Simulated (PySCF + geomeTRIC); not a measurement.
The multiplicity is imposed and other spin states were not computed.

Species: [Pt(CO)3(H2S)] (charge 0, multiplicity 1).

Problem. Give a relaxed geometry from TPSS-D3(BJ)/def2-SVP run with PySCF + geomeTRIC.

Solution. Several could match; the one computed here: the end point of this relaxation, one of several conformers.
Cartesian coordinates (Å) in one orientation:
```xyz
10

Pt    -0.248     0.361     0.133
O     -2.284    -1.095     1.961
C     -1.497    -0.625     1.256
O     -1.360     1.645    -2.466
C     -0.910     1.113    -1.544
O      2.041     1.905     1.553
C      1.241     1.279     1.001
S      1.288    -1.915    -1.003
H      1.396    -2.597     0.163
H      0.202    -2.630    -1.386
```
